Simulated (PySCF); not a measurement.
Species: C₂H₇FOSi.
Numbering: `[OH:1][CH2:2][C@H:3]([F:4])[SiH3:5]` (hydrogens: H6 on O1; H7, H8 on C2; H9 on C3; H10, H11, H12 on Si5)

Method used: PBE0-D3(BJ)/def2-SVP geometry optimisation, gas phase (PySCF 2.14.0).

Question: What internal coordinates does the optimisation give?

Answer: 
```csv
bond,length (pm)
O1–C2,140.0
C2–C3,151.0
C3–F4,139.9
C3–Si5,191.5
O1–H6,96.4
C2–H7,110.9
C2–H8,110.2
C3–H9,110.6
"Si5–H10, Si5–H11, Si5–H12",149.2
```

Bonds in one row agree within 1 pm and their mean is given. A selection of angles:
```csv
angle,degrees
C2–O1–H6,107.0
O1–C2–C3,112.0
O1–C2–H7,111.9
O1–C2–H8,107.4
C3–C2–H7,108.7
C3–C2–H8,109.2
H7–C2–H8,107.4
C2–C3–F4,108.0
C2–C3–Si5,113.4
C2–C3–H9,109.8
F4–C3–Si5,107.1
F4–C3–H9,107.7
Si5–C3–H9,110.6
C3–Si5–H10,108.6
C3–Si5–H12,110.6
H10–Si5–H11,109.3
H11–Si5–H12,110.6
```

Torsions: O1–C2–C3–F4 69° (synclinal); H6–O1–C2–C3 -58° (synclinal).

Of the pairs four or more bonds apart, F4···H6 is among the closest relative to their van der Waals radii: 2.52 Å, 94 % of the sum of Bondi's values. Si5 (SiH3 silicon) is tetrahedral (angles from 108.6° to 110.6°). O1 (alcohol oxygen) is bent (angle 107.0°).

Point group: C1 (no symmetry element, even within 0.4 Å). Whether it is a minimum is left open (no frequencies). One conformer, not necessarily the lowest (H–O1–C2–C3 -58°, O1–C2–C3–F4 69°).
